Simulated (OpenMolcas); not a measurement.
# As: Slater's ratio, thermal populations, worked from levels

```yaml
Program: OpenMolcas
Basis: ANO-RCC [9s8p6d4f2g]
Scalar_Hamiltonian: DKH2, point nucleus
Active_space: 5 electrons in 9 orbitals (RAS2 4s 4p; RAS3 4d, at most 2 electrons)
State_averaging: 2S+1 = 4 odd, 1 root; 2S+1 = 2 odd, 8 roots; 2S+1 = 4 even, 3 roots; 2S+1 = 2 even, 5 roots kept (CI in the orbitals of an earlier block, 0 in the spin-orbit step)
Spin-orbit_coupling: RASSI with atomic mean-field integrals over the reference wave functions, term energies averaged over their components
```

Methods: RASSCF; SS-RASPT2, IPEA 0.25 Eh, imaginary shift 0.1 Eh (closed shells correlated: 3d). Measured levels: NIST Handbook of Basic Atomic Spectroscopic Data.

**Slater's ratio.** With one set of orbitals, p3 has ²D° - ⁴S° = 9 F2 and ²P° - ²D° = 6 F2 (F2 = F²/25), a ratio of 2/3. Term energies are centres of gravity, weighted by 2J + 1.

```json
{"Source": "RASSCF", "²D° - ⁴S°": "14026", "²P° - ⁴S°": "22186", "F2 from the first": "1558", "Ratio": "0.582"}
{"Source": "SS-RASPT2", "²D° - ⁴S°": "10955", "²P° - ⁴S°": "18896", "F2 from the first": "1217", "Ratio": "0.725"}
{"Source": "measured", "²D° - ⁴S°": "10786", "²P° - ⁴S°": "18494", "F2 from the first": "1198", "Ratio": "0.715"}
```

Energies in cm-1. A ratio away from 2/3 shows effects beyond one configuration with one set of orbitals, and in heavier atoms second-order spin-orbit shifts.

**Thermal populations.** Z = Σ (2J + 1) exp(-E/kT) with k = 0.695035 cm-1/K, over the levels below. No other level of either list lies under 50600 cm-1, which is above 7 kT at each temperature.

```csv
Level,2J + 1,SS-RASPT2,measured
4s² 4p³ ⁴S°_3/2,4,0.0,0.0
4s² 4p³ ²D°_3/2,4,10821,10593
4s² 4p³ ²D°_5/2,6,11044,10915
4s² 4p³ ²P°_1/2,2,18712,18186
4s² 4p³ ²P°_3/2,4,18988,18648
```

| T (K) | Z, SS-RASPT2 | Z, measured levels | Ground level (%), SS-RASPT2 | Ground level (%), measured levels |
| --- | --- | --- | --- | --- |
| 5000 | 4.454 | 4.479 | 89.8 | 89.3 |
| 8000 | 5.595 | 5.654 | 71.5 | 70.8 |

At 8000 K, kT = 5560 cm-1, and the computed levels give Z = 4.000 + 0.571 + 0.823 + 0.069 + 0.132 = 5.595.

Some high roots are left out of the spin-orbit mixing, which shifts the levels that they would mix with. Active for correlation alone: 4d; no level in the range computed is led by a configuration that fills it, so any true level of that kind is missing. Without dynamic correlation excited terms often stand tens of per cent too high (terms of higher spin than the ground term too low), and those without a measured partner can miss by more than the paired ones (holds for RASSCF). Computed and measured levels are paired by configuration, term and J; levels that our copy of the source lacks, or whose pairing is in doubt (as where it misses far off the trend of its configuration), stay unpaired and out of the deviations. Only configurations of the active space appear.

° marks odd parity.
